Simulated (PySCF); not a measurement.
Fill in the blanks.

Species: C7H14FN.
SMILES: `C[C@@H]([C@H](CF)C=C)CN`

| property | level | value |
| --- | --- | --- |
| point group of the GFN2-xTB geometry | GFN2-xTB | ? |
| rotational constants A, B, C of the GFN2-xTB geometry | GFN2-xTB | ? |
| dipole moment | PBE0/pcSseg-1 | 2.55 D |
| HOMO energy | PBE0/pcSseg-1 | ? |
| LUMO energy | PBE0/pcSseg-1 | ? |
| 13C chemical shifts (computed TMS as zero) by class | GIAO PBE0/pcSseg-1 | ? |
| 1H chemical shifts (computed TMS as zero) by class | GIAO PBE0/pcSseg-1 | ? |
| isotropic shieldings of nuclei other than C and H, by class | GIAO PBE0/pcSseg-1 | ? |

Electronic properties: PySCF, gas phase, density fitting. GFN2-xTB frequencies show an imaginary mode (24i cm⁻¹), so this geometry is no minimum at that level. NMR classes are plain means over equivalent atoms (diastereotopic ones count apart unless rotation or inversion swaps them), as if these changed places fast; in this geometry the members of some classes differ.

**Question.** Give the HOMO energy.

**Answer.** -6.92 eV.

**Question.** What is the point group of the GFN2-xTB geometry?

**Answer.** C1.

**Question.** The 1H chemical shifts (computed TMS as zero) by class?

**Answer.** 6.92 (1 H), 5.43 (1 H), 5.38 (1 H), 5.18 (1 H), 4.67 (1 H), 3.24 (1 H), 2.92 (1 H), 2.77 (1 H), 1.52 (1 H), 1.07 (3 H), 0.48 (2 H) ppm.

**Question.** What is the LUMO energy?

**Answer.** 0.42 eV.

**Question.** Give the isotropic shieldings of nuclei other than C and H, by class.

**Answer.** 230 (1 N), 432 (1 F) ppm.

**Question.** Give the 13C chemical shifts (computed TMS as zero) by class.

**Answer.** 150.1 (1 C), 121.1 (1 C), 85.5 (1 C), 50.9 (1 C), 48.1 (1 C), 45.9 (1 C), 16.6 (1 C) ppm.

**Question.** Give the rotational constants A, B, C of the GFN2-xTB geometry.

**Answer.** 1.708, 1.195, 1.023 GHz.

The rotational constants make it an asymmetric top with κ = (2B − A − C)/(A − C) = -0.50, nearer the prolate limit (−1). The dipole equals about 8.5 × 10⁻³⁰ C·m (1 D = 3.33564 × 10⁻³⁰ C·m). With B = h/(8π²I), that is 505.379 GHz u Å² over I, the principal moments of inertia are 295.8, 423.0 and 494.0 u Å² (most abundant isotopes); the inertial defect Ic − Ia − Ib is -224.8 u Å² (zero for a rigid planar frame, negative otherwise). A dipole of 2.55 D is allowed in C1, and pure rotational transitions are dipole-allowed.

One conformer stands for the species.
